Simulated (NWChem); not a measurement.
# CBr₂F₂; SMILES FC(F)(Br)Br

```xyz
5

F      0.0000    -1.0845    -1.4498
C      0.0000     0.0000    -0.6724
F      0.0000     1.0845    -1.4498
Br     1.6195     0.0000     0.4352
Br    -1.6195     0.0000     0.4352
```
Atoms are numbered in this order, from 1.

Level: PBE-D3(BJ)/def2-SVP (NWChem), optimised geometry, unscaled harmonic frequencies. This build's default masses of Se (78.918 u) and Br (79.917 u) are each other's, which moves their modes by up to 0.6 %.

| frequency (cm⁻¹) | IR intensity (km/mol) |
|---|---|
| 158 | 0.1 |
| 268 | 0.0 |
| 312 | 2.4 |
| 324 | 1.2 |
| 357 | 0.1 |
| 616 | 11.2 |
| 767 | 391.4 |
| 1091 | 302.7 |
| 1177 | 194.6 |

```json
{
  "zero_point_energy": "7.2 kcal/mol",
  "thermal correction to the enthalpy at 298.15 K (with zero-point energy)": "11.2 kcal/mol",
  "heat capacity Cv": "16.6 cal/(mol K)",
  "entropy at 298.15 K and 1 atm (symmetry number 2)": "78.2 cal/(mol K)",
  "dipole_moment": "0.24 D"
}
```

Rigid rotor and harmonic oscillator.
